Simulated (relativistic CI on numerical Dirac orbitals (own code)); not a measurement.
Hyperfine structure of Er VIII, mass number 167

Calculated at this level of theory: Dirac-Coulomb-Breit CI, KLI orbitals optimised for each configuration, model QED (radiative potential, 1s self-energy scaled to tabulated hydrogen-like ionisation energies), unscaled Slater integrals (own radial code, finite nucleus).

Configuration list (outside the closed core [Kr] 4d10): 4f¹⁰5s²5p³, 4f¹²5s5p², 4f¹¹5s²5p6s. The list is cut by size and lacks configurations that can hold low levels.

Nuclear spin I = 7/2, μ = -0.5623 μN, Q = 3.57 b (tables of Stone and Pyykkö). The electronic factors are computed for point nuclear moments, without core polarisation or the Bohr-Weisskopf and QED corrections.

| Level | E (cm⁻¹) | A (MHz) | B (MHz) |
| --- | --- | --- | --- |
| 4f¹⁰5s²5p³ ⁸I°19/2 | 0.0 | -162.8 | 13200 |
| 4f¹⁰5s²5p³ ⁸I°17/2 | 1260.0 | -168.4 | 29.1 |
| 4f¹⁰5s²5p³ ⁸I°15/2 | 4822.6 | -168.9 | -3320 |
| 4f¹⁰5s²5p³ ⁸I°13/2 | 8231.9 | -173.9 | -3980 |
| 4f¹⁰5s²5p³ ⁸I°11/2 | 11200.7 | -183.2 | -4810 |
| 4f¹⁰5s²5p³ ⁸I°9/2 | 13719.3 | -198.6 | -4850 |
| 4f¹⁰5s²5p³ ⁸I°7/2 | 15741.1 | -225.9 | -3000 |
| 4f¹⁰5s²5p³ ⁸I°5/2 | 17325.7 | -286.5 | 2460 |

Levels with J = 0, under 50 % of one LS term, or S terms without an open s electron are left out. Small factors come from cancelling terms and can be off by tens of per cent or more.

At this charge configurations can still be misplaced by up to about 7 % of their energy. Terms inside the open d or f shell come out 10 to 20 % too wide with unscaled integrals. Levels and lines within the n = 5 or 6 shells can be off by up to 10 % or somewhat more, and those that change n by about 2 %, since core polarisation is missing.

**Question.** Give the hyperfine levels of 4f¹⁰5s²5p³ ⁸I°19/2 relative to its centre of gravity.

**Answer.** With K = F(F + 1) − I(I + 1) − J(J + 1), E = AK/2 + B[¾K(K + 1) − I(I + 1)J(J + 1)]/[2I(2I − 1)J(2J − 1)]: F = 6: 10430, F = 7: 6750, F = 8: 3203, F = 9: 54.09, F = 10: -2399, F = 11: -3827, F = 12: -3866, F = 13: -2121 MHz.

LS names give the leading component of a level, which can be under half, so a name can repeat, a term be missing and a line seem to break the LS rules.
